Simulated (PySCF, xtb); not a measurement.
1,1-dichlorocyclopropane (C3H4Cl2), SMILES ClC1(Cl)CC1.

Harmonic wavenumbers (cm⁻¹) from GFN2-xTB run with xtb at its own minimum, in rising order: 244, 268, 270, 382, 494, 659, 785, 915, 980, 982, 1069, 1078, 1079, 1129, 1315, 1408, 1453, 3092, 3094, 3102, 3117.

Question: What does PySCF 2.14.0 with PBE-D3(BJ)/def2-SVP give at its own minimum? (The exact figures need the calculation; the answer reports its results.)

Answer: 262, 284, 285, 396, 492, 678, 739, 860, 901, 958, 1003, 1024, 1095, 1124, 1245, 1363, 1414, 3072, 3073, 3170, 3178. Paired by order, the mean absolute difference is 36 cm⁻¹ and the zero-point energies are 38.5 and 38.0 kcal/mol.
